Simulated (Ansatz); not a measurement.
Saddle point of Si$_{2}$H$_{7}$OF, singlet (Si₂H₆O ([OH][SiH2][SiH3]) + HF → SiH₃OF ([OH][SiH2][F]) + SiH₄; bonds formed: Si1–F7, Si2–H6; bonds broken: Si1–Si2, H6–F7), PBE0-D4/def2-TZVP structure:

Si1  (-0.171, -1.007, -0.107)
Si2  (0.667, 1.403, -0.414)
H3  (-0.092, -0.828, -1.590)
H4  (0.916, -1.934, 0.264)
O5  (-1.738, -1.442, 0.043)
H6  (0.156, 0.374, 0.998)
F7  (-0.200, -0.410, 1.820)
H8  (1.057, 2.481, 0.539)
H9  (-0.400, 1.900, -1.315)
H10  (1.861, 0.972, -1.184)
H11  (-2.058, -1.508, 0.945)
(Å)

Energies are electronic, without zero-point energy. Barriers and step energies count from the start structure reached by relaxing down the imaginary mode; all methods use the PBE0-D4 structures, on which another method's saddle can fall below an end. Ansatz 0.2.0; basis: def2-TZVPP, with def2-QZVPP for the basis limit; cores frozen in the correlated methods. B3LYP uses VWN-RPA correlation. Extrapolation: Hartree–Fock as exp(−7.88 √X), correlation as X^−2.97.

```json
{"method": "SPW92", "barrier (kcal/mol)": "21.61", "step energy (kcal/mol)": "-25.77"}
{"method": "PBE-D4", "barrier (kcal/mol)": "27.34", "step energy (kcal/mol)": "-27.81"}
{"method": "BLYP-D4", "barrier (kcal/mol)": "30.66", "step energy (kcal/mol)": "-32.96"}
{"method": "r2SCAN-D4", "barrier (kcal/mol)": "?", "step energy (kcal/mol)": "-33.42"}
{"method": "B97M-V", "barrier (kcal/mol)": "32.82", "step energy (kcal/mol)": "-34.06"}
{"method": "PBE0-D4", "barrier (kcal/mol)": "?", "step energy (kcal/mol)": "-30.14"}
{"method": "B3LYP-D4", "barrier (kcal/mol)": "34.07", "step energy (kcal/mol)": "-34.50"}
{"method": "r2SCAN0-D4", "barrier (kcal/mol)": "32.81", "step energy (kcal/mol)": "-34.22"}
{"method": "BHLYP-D4", "barrier (kcal/mol)": "39.20", "step energy (kcal/mol)": "-37.34"}
{"method": "CAM-B3LYP-D4", "barrier (kcal/mol)": "34.42", "step energy (kcal/mol)": "-36.38"}
{"method": "wB97X-V", "barrier (kcal/mol)": "34.08", "step energy (kcal/mol)": "-34.79"}
{"method": "wB97M-V", "barrier (kcal/mol)": "32.59", "step energy (kcal/mol)": "-35.83"}
{"method": "B2PLYP", "barrier (kcal/mol)": "?", "step energy (kcal/mol)": "-36.66"}
{"method": "PBE-QIDH", "barrier (kcal/mol)": "34.78", "step energy (kcal/mol)": "-33.95"}
{"method": "RPA on PBE", "barrier (kcal/mol)": "35.21", "step energy (kcal/mol)": "-36.47"}
{"method": "HF", "barrier (kcal/mol)": "50.50", "step energy (kcal/mol)": "-44.53"}
{"method": "MP2", "barrier (kcal/mol)": "34.57", "step energy (kcal/mol)": "-36.78"}
{"method": "CCSD", "barrier (kcal/mol)": "39.00", "step energy (kcal/mol)": "-36.75"}
{"method": "CCSD(T)", "barrier (kcal/mol)": "36.36", "step energy (kcal/mol)": "-35.43"}
```

(1) Fill in the withheld barriers. (To be estimated.)

T1 diagnostic: at most 0.014.

Results:

(1) By the calculation: B2PLYP 34.84; r2SCAN-D4 28.99; PBE0-D4 32.09 kcal/mol. Each is the energy of the saddle less that of the start structure, by the same method.

For comparison, the barrier by CCSD(T) at an estimated basis limit (MP2 extrapolated from triple and quadruple zeta, plus CCSD(T) − MP2 in triple zeta) is 35.69 kcal/mol.

Labels in which every atom is bracketed show which atoms are joined, not bond orders.

For scale, one of the runs: CCSD(T)/def2-TZVPP, 244 basis functions, launched by `ansatz run in.yaml --threads 4 --pin off --events-out ev --progress --plain --max-ram 9574MiB`. Time: 32 s of wall clock on 4 CPU threads of an AMD EPYC 9R45; the host was shared. Peak host memory: 4.7 GiB.
